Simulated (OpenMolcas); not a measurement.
Pr4+: moving or changing the point charges

Pr4+ among 7 point charges of -1.5 e arranged as a pentagonal bipyramid (D5h), 2.3 Å from the ion, with the axial distance 2.507 Å.
```
   2.3000    0.0000    0.0000  -1.50
   0.7107    2.1874    0.0000  -1.50
  -1.8607    1.3519    0.0000  -1.50
  -1.8607   -1.3519    0.0000  -1.50
   0.7107   -2.1874    0.0000  -1.50
   0.0000    0.0000    2.5070  -1.50
   0.0000    0.0000   -2.5070  -1.50
```

- Program: OpenMolcas 26.06
- Method: CASSCF
- Basis: ANO-RCC-VTZP [8s7p5d3f2g1h]
- Scalar Hamiltonian: DKH2, point nucleus
- Active space: 1 electron in 7 orbitals (4f)
- State averaging: 2S+1 = 2 odd, 7 roots
- Spin-orbit coupling: RASSI with atomic mean-field integrals over the reference wave functions

Runs around this geometry, states. Energies in cm-1 above the lowest state or level, χT in cm3 K/mol.

```json
{"R (Å)": "2.3", "q (e)": "-0.75", "Ground state": "2S+1 = 2", "First state of that spin": "18.3", "First gap with spin-orbit (degeneracies)": "22.3 (2, 2)", "Width of lowest J": "505", "χT at 300 K": "0.776"}
{"R (Å)": "2.3", "q (e)": "-1.5", "Ground state": "2S+1 = 2", "First state of that spin": "29.7", "First gap with spin-orbit (degeneracies)": "37.4 (2, 2)", "Width of lowest J": "957", "χT at 300 K": "0.748"}
{"R (Å)": "2.45", "q (e)": "-1.5", "Ground state": "2S+1 = 2", "First state of that spin": "11.7", "First gap with spin-orbit (degeneracies)": "64.1 (2, 2)", "Width of lowest J": "821", "χT at 300 K": "0.758"}
{"R (Å)": "2.65", "q (e)": "-1.5", "Ground state": "2S+1 = 2", "First state of that spin": "2.2", "First gap with spin-orbit (degeneracies)": "78.0 (2, 2)", "Width of lowest J": "669", "χT at 300 K": "0.769"}
```

Taking the width of the lowest J multiplet as R^-n, n = -ln(669 / 957) / ln(2.65 / 2.3) = 2.5 between the shortest and longest distance.

Scaling the charges by -0.75 / -1.5 = 0.50 scales the width of the lowest J multiplet by 505 / 957 = 0.53; with fixed orbitals a first-order splitting would follow the charge.

Point charges carry no covalency, so the field is a model and not that of real ligands. An unlabelled pair can be two single states that coincide in this model. No measured value stands beside these numbers.

A state without a sure symmetry label is named by its multiplicity alone.
